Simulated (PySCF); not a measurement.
## Stretching CdO

Set-up: basis Cd cc-pVDZ-PP with ECP28, O cc-pVDZ; scalar-relativistic core potentials; PySCF 2.14. Energies in eV from Cd + O in their ground configurations at the same level. State: ³Π (triplet), unpaired electrons σ ↑, π ↑.

All columns are PBE0. A positive dipole means Cd(−)O(+).

```json
{"R (Å)": "1.807", "E (eV)": "-0.228", "μ (D)": "-1.58", "Mulliken charge on Cd (basis-dependent)": "0.41", "HOMO (eV)": "-6.00", "LUMO (eV)": "-3.62", "Mayer bond order": "1.00", "⟨S²⟩": "2.01"}
{"R (Å)": "1.891", "E (eV)": "-0.614", "μ (D)": "-1.83", "Mulliken charge on Cd (basis-dependent)": "0.40", "HOMO (eV)": "-6.12", "LUMO (eV)": "-3.37", "Mayer bond order": "0.97", "⟨S²⟩": "2.01"}
{"R (Å)": "1.975", "E (eV)": "-0.811", "μ (D)": "-2.04", "Mulliken charge on Cd (basis-dependent)": "0.38", "HOMO (eV)": "-6.24", "LUMO (eV)": "-3.19", "Mayer bond order": "0.95", "⟨S²⟩": "2.01"}
{"R (Å)": "2.038", "E (eV)": "-0.874", "μ (D)": "-2.15", "Mulliken charge on Cd (basis-dependent)": "0.36", "HOMO (eV)": "-6.32", "LUMO (eV)": "-3.28", "Mayer bond order": "0.93", "⟨S²⟩": "2.01"}
{"R (Å)": "2.101", "E (eV)": "-0.888", "μ (D)": "-2.24", "Mulliken charge on Cd (basis-dependent)": "0.34", "HOMO (eV)": "-6.40", "LUMO (eV)": "-3.35", "Mayer bond order": "0.91", "⟨S²⟩": "2.01"}
{"R (Å)": "2.164", "E (eV)": "-0.868", "μ (D)": "-2.29", "Mulliken charge on Cd (basis-dependent)": "0.32", "HOMO (eV)": "-6.47", "LUMO (eV)": "-3.40", "Mayer bond order": "0.88", "⟨S²⟩": "2.02"}
{"R (Å)": "2.248", "E (eV)": "-0.810", "μ (D)": "-2.32", "Mulliken charge on Cd (basis-dependent)": "0.29", "HOMO (eV)": "-6.55", "LUMO (eV)": "-3.46", "Mayer bond order": "0.84", "⟨S²⟩": "2.02"}
{"R (Å)": "2.353", "E (eV)": "-0.710", "μ (D)": "-2.27", "Mulliken charge on Cd (basis-dependent)": "0.26", "HOMO (eV)": "-6.63", "LUMO (eV)": "-3.51", "Mayer bond order": "0.76", "⟨S²⟩": "2.02"}
{"R (Å)": "2.479", "E (eV)": "-0.584", "μ (D)": "-2.14", "Mulliken charge on Cd (basis-dependent)": "0.22", "HOMO (eV)": "-6.70", "LUMO (eV)": "-3.55", "Mayer bond order": "0.66", "⟨S²⟩": "2.03"}
{"R (Å)": "2.647", "E (eV)": "-0.433", "μ (D)": "-1.90", "Mulliken charge on Cd (basis-dependent)": "0.17", "HOMO (eV)": "-6.74", "LUMO (eV)": "-3.58", "Mayer bond order": "0.53", "⟨S²⟩": "2.02"}
```

A fit through these points gives, at Re = 2.092 Å, μ = -2.23 D and dμ/dR = -1.19 D/Å; the reduced mass is 14.03 u.

Q: How strong is the fundamental in the double-harmonic approximation, I = 42.26·(dμ/dR)²/μred km/mol?

A: I = 42.26·(-1.19)²/14.03 = 4.27 km/mol at PBE0.

Spin–orbit coupling is left out. The state was picked by a PBE0 search and need not be the measured ground state.
